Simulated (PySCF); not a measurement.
Al(GeH3)(OH)2, SMILES [OH][Al]([OH])[GeH3] at its CAM-B3LYP/def2-SVP optimised geometry (Å):

```
9

Al    -0.0885    -0.4937     0.0000
Ge    -1.2662     1.6409     0.0000
H     -2.1081     1.8266     1.2758
H     -0.3044     2.8380    -0.0843
H     -2.2398     1.7562    -1.1870
O     -1.0172    -1.9101     0.0028
H     -0.7776    -2.8380     0.0117
O      1.6060    -0.4937     0.0000
H      2.2398    -1.2130    -0.0015
```

Computed with CAM-B3LYP/def2-TZVP (PySCF 2.14.0). Cells within 0.4 Å of a nucleus heavier than hydrogen are left out (blank, or x).

Map of the HOMO amplitude (bohr^(-3/2)) on the plane z = 0.0 Å; orbital energy -9.32 eV, overall sign arbitrary:

```
|66666666666666666666666666666|
|66666666666666666666666666666|
|66666666666666666666666666666|
|66666666666666666666666666666|
|66666666667777766666666666666|
|66666666777788766666666666666|
|66666667788899876666666666666|
|66666677899888766666666666666|
|66666678898766666666666666666|
|6666667787xx44455556666666666|
|6666666765xx32345555666666666|
|66666666543201234556666666666|
|66666665431000134556666666666|
|66666655432000234566666666666|
|66666655543212445776655566666|
|6666665554433xx668xx555566666|
|6666665555545xx568xx455556666|
|66666665556666566765445556666|
|66666666667887666665455556666|
|66666666667xx7666665555556666|
|66666666665xx6666665555566666|
|66666666555445566665556666666|
|66666666555445556666666666666|
|66666666555555556666666666666|
|66666666655555556666666666666|
|66666666655555566666666666666|
|66666666666666666666666666666|
|66666666666666666666666666666|
|66666666666666666666666666666|
```
Scale: ten equal steps from -0.177 (start of '0') to 0.112 (end of '9'), in the order '0123456789'; x runs from -5.00 to 5.00, y from -5.00 (bottom) to 5.00 (top).
